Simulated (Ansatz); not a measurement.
Species: H$_{2}$ClISi, SMILES `Cl[SiH2]I` (charge 0, multiplicity 1), formula H2ClISi.

Task: How many basis functions does frozen-core CCSD(T)/def2-TZVPP // PBE0-D4/def2-TZVP in Ansatz (a first-principles code) use, how many core orbitals are frozen, and how many electrons are correlated?

Result: 162 basis functions and 14 frozen orbitals, which leaves 30 correlated electrons (filled d shells below the valence shell are correlated). Core time is of the order of minutes.
